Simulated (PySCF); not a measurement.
## GeCl: frontier orbitals

r²SCAN at R = 2.179 Å; basis Ge def2-TZVPP, Cl def2-TZVPP; no relativity; PySCF 2.14. State: ²Π (doublet), unpaired electrons π ↑. Only the outer orbitals are listed, counted within each symmetry.

| spin | orbital | occ. | ε (eV) | on Ge (%) | main shells (%) |
| --- | --- | --- | --- | --- | --- |
| α | 10σ | 1 | -21.23 | 7 | 92 Cl s |
| α | 11σ | 1 | -12.94 | 67 | 66 Ge s, 26 Cl p |
| α | 5π | 1 | -8.61 | 10 | 90 Cl p |
| α | 5π | 1 | -8.57 | 12 | 88 Cl p, 10 Ge p |
| α | 12σ | 1 | -8.50 | 48 | 52 Cl p, 26 Ge s, 21 Ge p |
| α | 6π | 1 | -4.44 | 90 | 89 Ge p, 9 Cl p |
| α | 6π | 0 | -3.86 | 92 | 92 Ge p |
| α | 13σ | 0 | -0.78 | 86 | 77 Ge p, 13 Cl p |
| α | 2δ | 0 | 4.26 | 96 | 96 Ge d |
| β | 10σ | 1 | -21.14 | 7 | 92 Cl s |
| β | 11σ | 1 | -12.32 | 60 | 59 Ge s, 34 Cl p |
| β | 5π | 1 | -8.58 | 9 | 91 Cl p |
| β | 5π | 1 | -8.31 | 7 | 93 Cl p |
| β | 12σ | 1 | -8.21 | 55 | 45 Cl p, 33 Ge s, 21 Ge p |
| β | 6π | 0 | -3.54 | 92 | 92 Ge p |
| β | 6π | 0 | -2.35 | 94 | 94 Ge p |
| β | 13σ | 0 | -0.31 | 86 | 76 Ge p, 13 Cl p |

Question: Which are the highest filled and the lowest empty level, where do they sit, and how wide is the gap?

Answer: Highest filled α 6π at -4.44 eV (in %: 89 Ge p, 9 Cl p); lowest empty α 6π at -3.86 eV (in %: 92 Ge p); the gap at r²SCAN is 0.58 eV. Both belong to one degenerate shell, split only by its one-sided filling, so this is no excitation gap.

```json
{"bond order (Mayer)": "1.17", "⟨S²⟩": "0.756", "charge on Ge (Mulliken, basis-dependent)": "0.29", "charge on Ge (Löwdin, basis-dependent)": "-0.04", "dipole moment (positive dipole means Ge(−)Cl(+))": "-1.52 D"}
```

Spin–orbit coupling is left out. The state is the lowest determinant that a PBE0 search found; another state may lie lower at other levels.
